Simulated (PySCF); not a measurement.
```xyz
5
charge 0 multiplicity 1, angstrom
Pd    0.0000    0.0000    0.0000
H     1.3875   -0.9668    0.2935
H    -1.3875    0.9668    0.2935
H    -0.9668    1.3875   -0.2935
H     0.9668   -1.3875   -0.2935
```

Level of theory: PySCF, PBE0, basis Pd def2-TZVP with ECP28, H def2-TZVP (scalar-relativistic core potentials, no spin–orbit coupling, density fitting).

This geometry of PdH₄ is a stationary point at this level.

Q: What is the point group?

A: D2.

Q: Is it a minimum?

A: Yes: all harmonic wavenumbers are real.

Q: Give the ideal-gas entropy at 298.15 K and 1 bar by parts.

A: translation 167.5, rotation 55.9, vibration 17.4, spin 0.0; total 240.8 J/(mol K).

Q: What is the atomisation energy, with and without zero-point energy?

A: 1045 kJ/mol without, 970 kJ/mol with.

This need not be the most stable arrangement of these atoms.
